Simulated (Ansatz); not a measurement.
Calculated with Ansatz (gas phase, PBE0-D4/def2-TZVP geometries, no zero-point term in ΔE). CCSD(T)/CBS is the MP2 limit (def2-TZVPP, def2-QZVPP) plus CCSD(T) − MP2 in def2-TZVPP, frozen cores. This one scheme is used for every species. DFT in def2-TZVPP. B3LYP here is the variant with VWN-RPA as its local correlation; programs differ in this. Triplets are unrestricted, without spin–orbit coupling. Each species was taken in one conformer, which may not be the lowest.

Reaction (formal loss of a carbene): `COB([SiH3])Cl` → `[CH2]` (triplet) + `OB([SiH3])Cl`

`COB([SiH3])Cl`:

```xyz
11

C    -1.238   -1.733   -0.296
O    -0.576   -0.493   -0.485
B     0.266    0.102    0.362
Si    1.107    1.882   -0.104
Cl    0.685   -0.637    1.929
H    -2.313   -1.549   -0.298
H    -0.946   -2.208    0.641
H    -0.987   -2.382   -1.136
H     0.751    2.889    0.933
H     2.590    1.745   -0.114
H     0.662    2.382   -1.432
```

`[CH2]` (triplet):

```xyz
3

C     0.017    0.089    0.261
H    -0.967   -0.275    0.012
H     0.950    0.186   -0.272
```

`OB([SiH3])Cl`:

Z-matrix (Å, degrees):
```
Si
B 1 2.023
H 1 1.488 2 109.2
H 1 1.488 2 109.2 3 -118.0
H 1 1.486 2 112.1 3 121.0
Cl 2 1.779 1 119.0 3 59.3
O 2 1.343 1 121.8 3 -120.7
H 7 0.965 2 113.9 1 180.0
```

| level | ΔE (eV) | difference from CCSD(T)/CBS |
| --- | --- | --- |
| r2SCAN-D4 | 3.77 | -0.22 |
| PBE0-D4 | 3.96 | -0.03 |
| PBE | 4.01 | 0.02 |
| PBE0 | 3.91 | -0.08 |
| B3LYP | 3.87 | -0.12 |
| MP2/def2-TZVPP | 3.97 | -0.02 |
| MP2/def2-QZVPP | 4.03 | 0.04 |
| SCS-MP2/def2-QZVPP | 4.09 | 0.10 |
| MP2/CBS(def2) | 4.08 | 0.09 |
| CCSD/CBS(def2) | 3.87 | -0.12 |
| CCSD(T)/CBS | 3.99 | 0 |

Largest T1 diagnostic among the species: 0.013.

From PBE to PBE0 (25 % exact exchange), in def2-TZVPP and without D4, ΔE moves by −0.10 eV. In def2-TZVPP, CCSD(T) changes the Hartree–Fock value by +1.36 eV (the triples alone add +0.12 eV) and MP2 by +1.45 eV. The D4 term adds +0.10 eV with B3LYP and +0.06 eV with PBE0; it sums over pairs of atoms, weighted by their polarisabilities, and B3LYP, whose exchange is more repulsive, gets the larger term.
